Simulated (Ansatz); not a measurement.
`N[C]1(F)[SiH2][GeH2]1`, charge 0, multiplicity 1.

Question: Give a relaxed structure at PBE0-D4/def2-TZVP (the Gaussian-basis code of Ansatz). (Best estimate.)

Answer: Computed: 
Cartesian coordinates in Å:
```
N 1.066 -1.093 -0.530
C 0.185 -0.013 -0.611
F 0.128 0.619 -1.859
Si -1.459 -0.249 0.331
Ge 0.239 1.174 1.024
H 0.806 -1.887 -1.101
H 2.039 -0.854 -0.669
H -2.638 0.401 -0.289
H -1.748 -1.593 0.887
H 0.061 2.673 0.770
H 1.320 0.822 2.047
```
This is one stationary point; other conformers may exist.
